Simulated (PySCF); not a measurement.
C4H2BrCl, SMILES C#C/C=C(/Cl)Br.

Coordinates come from a r2SCAN-D4/def2-SVP optimisation. The structure was generated by enumeration; whether it is a known compound was not checked.

The numbers are results of M06-2X/def2-TZVP (PySCF), not measurements.

Symmetry labels are those of the subgroup Cs that the program uses (full group Cs).

Computed valence orbital energies around the gap with their symmetry:
```
orbital  symmetry  energy (eV)
-------  --------  -----------
HOMO−7         A"       -13.23
HOMO−6         A'       -12.97
HOMO−5         A'       -11.08
HOMO−4         A"       -11.01
HOMO−3         A"       -10.28
HOMO−2         A'       -10.03
HOMO−1         A'        -9.53
HOMO           A"        -8.14
LUMO           A"        -0.80
LUMO+1         A'         0.31
LUMO+2         A'         1.23
LUMO+3         A'         2.34
```
